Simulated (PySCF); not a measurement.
# Titanium: a sound run and one with changed settings

Sound run: Ti⁺ [Ar] 3d2 4s1, Ti²⁺ [Ar] 3d2. All numbers are calculated (PySCF 2.14, scalar relativity by spin-free X2C-1e, in x2c-SVPall). In the sound run the correlated levels freeze [Ar]. The sound run starts from symmetry-adapted Hartree-Fock orbitals and uses a fine grid where one is needed.

Changed run: the non-relativistic Hamiltonian (point nucleus). This setting is unsound on purpose.

| species | method | sound run (hartree) | changed run (hartree) | converged |
| --- | --- | --- | --- | --- |
| Ti⁺ | UHF | -852.40336 | -847.09092 | yes |
| Ti⁺ | M06-L | -853.25691 | -847.94416 | yes |
| Ti⁺ | B3LYP | -853.34555 | -848.03349 | yes |
| Ti⁺ | MP2 | -852.40916 | -847.09672 | yes |
| Ti²⁺ | UHF | -851.92951 | -846.62135 | yes |
| Ti²⁺ | M06-L | -852.78434 | -847.47598 | yes |
| Ti²⁺ | B3LYP | -852.83690 | -847.52946 | yes |
| Ti²⁺ | MP2 | -851.93193 | -846.62376 | yes |

Ionisation energy of Ti⁺:

```
 method  sound run (eV)  changed run (eV)
    UHF          12.894            12.778
  M06-L          12.859            12.740
  B3LYP          13.841            13.715
    MP2          12.986            12.870
SCS-MP2          12.925            12.809
```

Most of the change in total energy is the relativistic energy itself. On top of that the contraction fixes the core shape for the Hamiltonian it was made with, so the changed run is not a good calculation with the other Hamiltonian either.

For comparison, NIST gives 13.575 eV between the lowest levels.
